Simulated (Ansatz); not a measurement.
Input for Ansatz (a first-principles code): U-r2SCAN/def2-TZVPP on RuH+, 2S+1 = 5, a spin state set in the input, which need not be the lowest, a point of a bond scan (R = 1.602 Å). Charge +1. Elements past Kr take the def2 small-core potentials; no spin–orbit coupling.

Ansatz 0.2 input:
```yaml
crystal:
  periodic: [false, false, false]
  atoms:
    - {symbol: Ru, position_ang: [0.00000000, 0.00000000, 0.00000000]}
    - {symbol: H, position_ang: [0.00000000, 0.00000000, 1.60178100]}
basis:
  gaussian:
    orbitals: def2-TZVPP
    pivot_positions_ang: [[0.00000000, 0.00000000, 0.00000000], [0.00000000, 0.00000000, 1.60178100]]
hamiltonian:
  xc: {name: r2SCAN}
total_charge: 1
magnetization: {spin_polarized: true, initial_magnetization: 4}
output: {forces: true, orbitals: {seedname: ./end}}
```

Task: Give the final energy of this run.

Result: -95.1439 hartree.

Task: How many basis functions does it have, and what does it roughly cost on one machine?

Result: 70 functions; around 13 core-seconds (rough).
